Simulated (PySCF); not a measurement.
## Sn⁺ (tin, charge +1) across methods

[Kr] 4d10 5s2 5d1, 2D determinant (an excited configuration). Calculation: PySCF 2.14, in aug-cc-pVTZ-PP with one added diffuse shell each of d, f type with ECP28MDF (6s5p5d3f, 67 functions); scalar relativity through the core potential.

```
   method  E (hartree)  mean ε 5s α (eV)  mean ε 5s β (eV)  mean ε 5d α (eV)  Σ⟨r²⟩ (bohr²)   ⟨S²⟩
     MN15    -213.2413           -22.166           -22.047            -5.380          60.04  0.750
      UHF   -212.80527           -23.261           -23.109            -6.055          64.90  0.750
     PBE0    -213.7174           -21.258           -21.095            -5.461          59.99  0.750
      LDA    -213.3644           -20.787           -20.595            -5.005          59.25  0.750
      PBE    -213.7176           -20.322           -20.146            -5.122          59.27  0.750
    wB97X    -213.7379           -23.703           -23.698            -6.328          61.31  0.750
   r2SCAN    -213.7801           -20.386           -20.446            -5.077          59.08  0.751
CAM-B3LYP    -213.6849           -22.759           -22.663            -5.947          60.48  0.750
BHandHLYP    -213.6454           -22.179           -22.096            -5.626          61.19  0.750
```

Energies and moments cover only the electrons outside the core potential. The outer electron is Rydberg-like, and this basis confines it to a smaller radius and binds it less than a complete one would.
